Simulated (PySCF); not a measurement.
PySCF input file for AlFGeH₄O, SMILES [GeH3][Al]([OH])[F], TDDFT-CAM-B3LYP/def2-SVPD. The structure is a stationary point at PBE0-D3(BJ)/def2-SVP. The structure was generated by enumeration; whether it is a known compound was not checked. The values are those of a single conformer.

```python
import numpy as np
from pyscf import gto, scf, dft, tdscf

mol = gto.M(
    atom='''
    Al    0.27824897    0.63097963   -0.82137740
    F     1.82885009    0.60873000   -1.43739603
    Ge   -0.34608029   -0.81063802    1.05010847
    H    -0.11855492   -2.29540089    0.70537248
    H     0.50371639   -0.49716174    2.29709823
    H    -1.82761065   -0.62926295    1.42519311
    O    -0.85661679    1.67564404   -1.52041313
    H    -0.70693461    2.27578499   -2.25335934
    ''',
    basis='def2-SVPD',
    charge=0,
    spin=0,
    max_memory=1600,
    verbose=4,
)
mf = dft.RKS(mol, xc='cam-b3lyp').density_fit(auxbasis='def2-universal-jkfit')
mf.grids.level = 3
mf.conv_tol = 1e-9
mf.max_cycle = 100
mf.kernel()
mf.grids = dft.Grids(mol).set(level=1).build(with_non0tab=True)  # coarser grid for the response kernel
td = tdscf.TDDFT(mf)
td.singlet = True
td.nstates = 10
td.conv_tol = 1e-4
td.positive_eig_threshold = 1e-6
td.kernel(x0=td.get_init_guess(mf, 15))
td.analyze()
tt = tdscf.TDA(mf)
tt.singlet = False
tt.nstates = 4
tt.conv_tol = 1e-4
tt.positive_eig_threshold = 1e-6
tt.kernel(x0=tt.get_init_guess(mf, 9))
tt.analyze(verbose=3)
```

It prints:

```
PySCF version 2.14.0

[INPUT] verbose = 4
[INPUT] num. atoms = 8
[INPUT] num. electrons = 66
[INPUT] charge = 0
[INPUT] spin (= nelec alpha-beta = 2S) = 0
[INPUT] symmetry False subgroup None
[INPUT] Mole.unit = angstrom
[INPUT] Symbol           X                Y                Z      unit          X                Y                Z       unit  Magmom
[INPUT]  1 Al     0.278248970000   0.630979630000  -0.821377400000 AA    0.525814347742   1.192378690879  -1.552178330907 Bohr   0.0
[INPUT]  2 F      1.828850090000   0.608730000000  -1.437396030000 AA    3.456025792986   1.150332983806  -2.716284829237 Bohr   0.0
[INPUT]  3 Ge    -0.346080290000  -0.810638020000   1.050108470000 AA   -0.653996965210  -1.531883843960   1.984417409386 Bohr   0.0
[INPUT]  4 H     -0.118554920000  -2.295400890000   0.705372480000 AA   -0.224036329520  -4.337679028183   1.332960803005 Bohr   0.0
[INPUT]  5 H      0.503716390000  -0.497161740000   2.297098230000 AA    0.951886021555  -0.939499528212   4.340886535923 Bohr   0.0
[INPUT]  6 H     -1.827610650000  -0.629262950000   1.425193110000 AA   -3.453683590838  -1.189134635836   2.693224652517 Bohr   0.0
[INPUT]  7 O     -0.856616790000   1.675644040000  -1.520413130000 AA   -1.618771126804   3.166508317860  -2.873164411893 Bohr   0.0
[INPUT]  8 H     -0.706934610000   2.275784990000  -2.253359340000 AA   -1.335912800876   4.300610349496  -4.258232012831 Bohr   0.0

nuclear repulsion = 311.66202032611
number of shells = 58
number of NR pGTOs = 228
number of NR cGTOs = 140
basis = def2-SVPD
ecp = {}


[settings echo left out]
init E= -2495.93057450305
  HOMO = -0.326714739407068  LUMO = -0.0607942015342622  gap/eV = 7.23607
cycle= 1 E= -2496.48831084514  delta_E= -0.558  |g|= 0.974  |ddm|= 2.92
  HOMO = -0.242075124677885  LUMO = -0.00785799373470148  gap/eV = 6.37337
cycle= 2 E= -2496.32417528409  delta_E= 0.164  |g|=  1.4  |ddm|= 2.19
  HOMO = -0.363046480231054  LUMO = -0.0108431260964827  gap/eV = 9.58394
cycle= 3 E= -2496.66087857367  delta_E= -0.337  |g|= 0.0793  |ddm|= 1.24
  HOMO = -0.356230851402397  LUMO = -0.00640758212550451  gap/eV = 9.51918
cycle= 4 E= -2496.66168277378  delta_E= -0.000804  |g|= 0.0461  |ddm|= 0.134
  HOMO = -0.356633697227882  LUMO = -0.00622765627084976  gap/eV = 9.53503
cycle= 5 E= -2496.66195790996  delta_E= -0.000275  |g|= 0.00762  |ddm|= 0.0343
  HOMO = -0.356979857544987  LUMO = -0.00635471982888429  gap/eV = 9.54100
cycle= 6 E= -2496.66196839733  delta_E= -1.05e-05  |g|= 0.00475  |ddm|= 0.0126
  HOMO = -0.357021114581527  LUMO = -0.00641029149891427  gap/eV = 9.54061
cycle= 7 E= -2496.6619723376  delta_E= -3.94e-06  |g|= 0.000426  |ddm|= 0.00441
  HOMO = -0.357003519668381  LUMO = -0.00640871660517551  gap/eV = 9.54017
cycle= 8 E= -2496.66197246026  delta_E= -1.23e-07  |g|= 8.02e-05  |ddm|= 0.00194
  HOMO = -0.35700446191428  LUMO = -0.00640867281342462  gap/eV = 9.54020
cycle= 9 E= -2496.66197246425  delta_E= -4e-09  |g|= 1.31e-05  |ddm|= 0.000495
  HOMO = -0.357003422763951  LUMO = -0.00640866071553848  gap/eV = 9.54017
cycle= 10 E= -2496.66197246435  delta_E= -9.82e-11  |g|= 3.29e-06  |ddm|= 6.46e-05
  HOMO = -0.357003311420727  LUMO = -0.00640868104607427  gap/eV = 9.54017
Extra cycle  E= -2496.66197246435  delta_E= -9.09e-13  |g|= 2.82e-06  |ddm|= 1.13e-05
converged SCF energy = -2496.66197246435
tot grids = 34136
Overwritten attributes  positive_eig_threshold  of <class 'pyscf.tdscf.rks.TDDFT'>


******** <class 'pyscf.tdscf.rks.TDDFT'> for <class 'pyscf.df.df_jk.DFRKS'> ********
nstates = 10 singlet
deg_eia_thresh = 1.000e-03
wfnsym = None
conv_tol = 0.0001
eigh lindep = 1e-12
eigh level_shift = 0
eigh max_cycle = 100


Excitation energies (eV)
[6.42103404 6.77548036 7.52807911 7.64326928 7.77348724 7.81486456
 7.91012436 8.01094948 8.21151818 8.21671577]

** Singlet excitation energies and oscillator strengths **
Excited State   1:      6.42103 eV    193.09 nm  f=0.0660
      33 -> 35       -0.69099
Excited State   2:      6.77548 eV    182.99 nm  f=0.3272
      33 -> 34       -0.68257
      33 -> 37       -0.10997
Excited State   3:      7.52808 eV    164.70 nm  f=0.0560
      32 -> 35        0.15459
      33 -> 36        0.58531
      33 -> 37       -0.28734
      33 -> 39       -0.10053
Excited State   4:      7.64327 eV    162.21 nm  f=0.0318
      29 -> 35       -0.13638
      30 -> 34        0.50944
      30 -> 36       -0.12942
      30 -> 37       -0.10495
      32 -> 34       -0.39646
Excited State   5:      7.77349 eV    159.50 nm  f=0.0049
      29 -> 35        0.23064
      31 -> 35        0.61322
      32 -> 34       -0.19515
Excited State   6:      7.81486 eV    158.65 nm  f=0.0639
      29 -> 34       -0.40647
      30 -> 35        0.40451
      31 -> 34       -0.11920
      32 -> 35       -0.32627
Excited State   7:      7.91012 eV    156.74 nm  f=0.0067
      29 -> 35       -0.63877
      30 -> 34       -0.13055
      31 -> 35        0.22615
Excited State   8:      8.01095 eV    154.77 nm  f=0.0305
      29 -> 34       -0.13978
      31 -> 34       -0.45515
      31 -> 37       -0.13122
      32 -> 35        0.43180
      33 -> 36       -0.15537
      33 -> 38        0.10368
Excited State   9:      8.21152 eV    150.99 nm  f=0.1258
      30 -> 34       -0.35983
      30 -> 35       -0.16112
      31 -> 35       -0.17522
      32 -> 34       -0.47068
      32 -> 36       -0.19302
Excited State  10:      8.21672 eV    150.89 nm  f=0.0191
      29 -> 34        0.24403
      29 -> 36       -0.11950
      30 -> 34       -0.12236
      30 -> 35        0.49844
      31 -> 34        0.15956
      32 -> 34       -0.15633
      32 -> 35        0.14612
      33 -> 38        0.22883

** Transition electric dipole moments (AU) **
state          X           Y           Z        Dip. S.      Osc.
  1        -0.1704     -0.4603     -0.4225      0.4193      0.0660
  2        -0.2933     -0.8565      1.0731      1.9712      0.3272
  3         0.5237     -0.0451     -0.1647      0.3034      0.0560
  4         0.1104      0.2983      0.2622      0.1699      0.0318
  5         0.0298      0.1070      0.1163      0.0259      0.0049
  6        -0.0887     -0.3617      0.4416      0.3337      0.0639
  7        -0.0506     -0.1346     -0.1181      0.0346      0.0067
  8        -0.0910      0.2770     -0.2658      0.1557      0.0305
  9        -0.2505     -0.5383     -0.5223      0.6252      0.1258
 10         0.0722     -0.2735     -0.1214      0.0948      0.0191

** Transition velocity dipole moments (imaginary part, AU) **
state          X           Y           Z        Dip. S.      Osc.
  1        -0.0404     -0.1093     -0.1003      0.0236      0.0668
  2        -0.0741     -0.2164      0.2711      0.1258      0.3368
  3         0.1486     -0.0136     -0.0458      0.0244      0.0587
  4         0.0292      0.0789      0.0693      0.0119      0.0282
  5         0.0082      0.0299      0.0326      0.0020      0.0047
  6        -0.0292     -0.1023      0.1265      0.0273      0.0634
  7        -0.0155     -0.0413     -0.0362      0.0033      0.0075
  8        -0.0264      0.0822     -0.0789      0.0137      0.0310
  9        -0.0775     -0.1650     -0.1607      0.0590      0.1304
 10         0.0240     -0.0853     -0.0366      0.0092      0.0203

** Transition magnetic dipole moments (imaginary part, AU) **
state          X           Y           Z
  1        -0.2748      0.0320      0.0768
  2         0.0317      0.0938      0.0844
  3         0.0372      0.1028      0.1044
  4        -0.7508     -0.0265      0.3440
  5        -0.4177     -0.3587      0.5478
  6        -0.1187     -0.3292     -0.3163
  7         0.2981      0.0015     -0.1339
  8        -0.1571     -0.4308     -0.3825
  9        -0.3046      0.1803     -0.3493
 10         0.0572      0.4764      0.2687
Overwritten attributes  positive_eig_threshold  of <class 'pyscf.tdscf.rks.TDA'>


******** <class 'pyscf.tdscf.rks.TDA'> for <class 'pyscf.df.df_jk.DFRKS'> ********
nstates = 4 triplet
deg_eia_thresh = 1.000e-03
wfnsym = None
conv_tol = 0.0001
eigh lindep = 1e-12
eigh level_shift = 0
eigh max_cycle = 100


Excitation energies (eV)
[5.27006185 5.94590807 6.53982917 7.09850486]

** Triplet excitation energies and oscillator strengths **
Excited State   1:      5.27006 eV    235.26 nm  f=0.0000
Excited State   2:      5.94591 eV    208.52 nm  f=0.0000
Excited State   3:      6.53983 eV    189.58 nm  f=0.0000
Excited State   4:      7.09850 eV    174.66 nm  f=0.0000
```

The run converged.

Cost: around 5 core-minutes (rough).
